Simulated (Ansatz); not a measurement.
`CO[SiH2]Br` + `O[SiH3]` → `CO[SiH2]O[SiH3]` + HBr at 298.15 K and 1 bar (ligand exchange at the Si–Br bond).

Program: Ansatz. Geometries: PBE0-D4/def2-TZVP. ΔE: electronic, gas phase. CCSD(T)/CBS adds triple-zeta CCSD(T) − MP2 to the extrapolated MP2 energy (def2 sets, frozen cores). For Br outer-core shells are correlated without core-valence functions, which leaves a few kJ/mol of doubt a bond. Scalar relativity is left out up to krypton. Each species was taken in one conformer, which may not be the lowest.

```
          species  CCSD(T)/CBS energy (Eh)  H − E (kJ/mol)  S (J/(mol·K))
     `CO[SiH2]Br`              -2978.70869           179.2          341.5
        `O[SiH3]`               -366.69042           113.6          257.8
`CO[SiH2]O[SiH3]`               -771.48835           262.0          397.2
              HBr              -2573.91920            24.6          198.6
```

H − E and S are ideal-gas, rigid-rotor, harmonic terms from PBE0-D4/def2-TZVP, for one conformer and one mirror image of each species. 1 Eh = 2625.50 kJ/mol, R = 8.31446 J/(mol·K).

Problem. By hand: ΔE, ΔH, ΔS and ΔG.

Solution. ΔE = (-771.48835) + (-2573.91920) − (-2978.70869) − (-366.69042) = -0.00844 Eh = -22.2 kJ/mol. Δ(H − E) = 262.0 + 24.6 − 179.2 − 113.6 = -6.2, so ΔH = -28.4 kJ/mol. ΔS = 397.2 + 198.6 − 341.5 − 257.8 = -3.5 J/(mol·K). ΔG = -28.4 − 298.15 × (-3.5)/1000 = -27.4 kJ/mol.

Problem. By hand: the equilibrium constant, and the temperature at which ΔG would vanish if ΔH and ΔS stayed fixed.

Solution. log₁₀ K = −ΔG/(RT ln 10) = 4.8. ΔG = 0 at ΔH/ΔS = 8114 K, far beyond where these terms or the molecules hold.

The number of gas molecules stays the same, so ΔS is small and ΔH decides. A doubt of 5 kJ/mol in ΔE shifts log₁₀ K by 0.9 here. Other conformers and mirror images would add mixing entropy, several J/(mol·K) or more a flexible species. Modes under 60 cm⁻¹, often nearly free rotors, make the harmonic entropy too high. These are equilibria of isolated gas molecules and say nothing of rates. Largest T1 diagnostic: 0.011 (customary marks: 0.02 for closed shells, 0.045 for open ones).
